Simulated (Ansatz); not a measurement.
Gas-phase electronic energies from Ansatz, PBE0-D4/def2-TZVP geometries. CCSD(T)/CBS is the MP2 limit (def2-TZVPP, def2-QZVPP) plus CCSD(T) − MP2 in def2-TZVPP, frozen cores. DFT in def2-TZVPP. For Ga outer-core shells are correlated without core-valence functions, which leaves a few kJ/mol of doubt a bond. Scalar relativity is left out up to krypton. One conformer a species, not always the lowest.

`O[Si](O)(F)O[SiH3]` + `[SiH3][O][Ga]([Cl])[Cl]` → `O[Si](F)(O[SiH3])O[SiH3]` + `[OH][Ga]([Cl])[Cl]`  (redistribution)

`O[Si](O)(F)O[SiH3]`:

```xyz
11

O     2.108   -0.709    0.543
Si    0.985   -0.118   -0.468
O     0.325   -1.346   -1.290
F     1.696    0.916   -1.441
O    -0.195    0.679    0.274
Si   -1.787    0.672    0.674
H     2.745   -0.103    0.923
H     0.901   -2.037   -1.617
H    -2.027    1.833    1.565
H    -2.132   -0.584    1.384
H    -2.620    0.798   -0.548
```

`[SiH3][O][Ga]([Cl])[Cl]`:

Cartesian coordinates in Å:
```
Si -0.892 1.108 -0.317
O 0.553 0.351 -0.133
Ga 1.182 -1.215 0.339
Cl -0.134 -2.779 0.885
Cl 3.271 -1.504 0.350
H -1.986 0.332 0.327
H -1.190 1.258 -1.764
H -0.805 2.449 0.313
```

`O[Si](F)(O[SiH3])O[SiH3]`:

Cartesian coordinates in Å:
```
O 1.214 0.342 -1.869
Si 0.449 0.785 -0.511
F 0.213 2.352 -0.519
O -0.972 0.040 -0.476
Si -2.128 -0.741 -1.344
O 1.310 0.445 0.804
Si 1.308 -0.124 2.342
H 2.081 0.702 -2.056
H -2.466 0.035 -2.562
H -1.640 -2.087 -1.731
H -3.324 -0.870 -0.478
H 0.459 -1.338 2.434
H 0.788 0.916 3.265
H 2.707 -0.459 2.701
```

`[OH][Ga]([Cl])[Cl]`:

Z-matrix (Å, degrees):
```
Ga
O 1 1.765
Cl 1 2.123 2 120.6
Cl 1 2.109 2 118.8 3 -180.0
H 2 0.961 1 112.9 3 -0.1
```

Question: Is it downhill or uphill in electronic energy at CCSD(T)/CBS, and by how much? (Best estimate.)

Answer: The calculation gave: Downhill: ΔE = -6.1 kJ/mol.

Question: What do these levels give: r2SCAN, PBE0, CCSD/def2-TZVPP, HF/def2-QZVPP, HF/CBS(def2), MP2/CBS(def2)? (Best estimate.)

Answer: Computed: r2SCAN -6.4, PBE0 -5.8, CCSD/def2-TZVPP -4.7, HF/def2-QZVPP -5.6, HF/CBS(def2) -5.7, MP2/CBS(def2) -5.7 kJ/mol.

Largest T1 diagnostic among the species: 0.012.
